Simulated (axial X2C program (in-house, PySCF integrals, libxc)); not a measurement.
**CsN⁺: cheaper levels and CCSD(T), 2c**

All values were computed with an in-house relativistic program for diatomic molecules. Two-component (2c) means X2C with spin–orbit coupling and atomic mean-field two-electron Coulomb and Gaunt terms. Basis: Cs dyall-cv3z [15s15p9d4f1g], N dyall-av3z [7s7p3d2f] (cores contracted in-house); Gaussian nuclei, density fitting, unrestricted open shells. Masses: Cs 132.905 u, N 14.003 u.

State: Ω = 3/2 (⟨Sz⟩ = 1.50, ⟨Lz⟩ = 0.00 at HF); fragments Cs+ + N.

```tsv
level	Re (Å)	ωe (cm⁻¹)	De (eV)
PBE0	3.526	63.3	0.049
HF	3.809	45.6	0.028
MP2	3.512	69.2	0.054
CCSD	3.541	66.8	0.052
r2SCAN	3.499	68.6	0.053
```

Correlated methods: 13 electrons correlated (number of frozen shells: Cs 4 s, 3 p, 2 d; N 1 s), 297 virtual spin orbitals or spinors in MP2, 90 natural virtuals in coupled cluster.

CCSD(T), same Hamiltonian and basis:

Re = 3.520 Å, ωe = 68.9 cm⁻¹, De = 0.04 eV; T1 = 0.004 (Lee–Taylor normalisation).

Question: Give the differences from CCSD(T) in the columns below.

Answer: 

```csv
level,ΔRe (Å),Δωe (cm⁻¹)
PBE0,0.006,-5.6
HF,0.289,-23.3
MP2,-0.008,0.3
CCSD,0.021,-2.1
r2SCAN,-0.021,-0.3
```

Occupations by symmetry block were frozen at the best pattern of an incomplete PBE0 search. Dissociation energies refer to the lowest single-determinant-based atoms at the same level and basis. Density functionals use the spin component along the axis (collinear). Coupled cluster ran in a truncated set of natural virtual spinors; the MP2 energy of the rest was added. (T) has no such correction and the atoms are truncated less, which lowers De at CCSD(T) by a hundredth of an eV or more. With several unpaired electrons one determinant need not be a pure state. This is the top spin component of a Σ state; components of lower Ω are not single determinants and can lie lower. The bond is weak, and without diffuse functions and with truncated virtuals even CCSD(T) can be tens of per cent off in De.
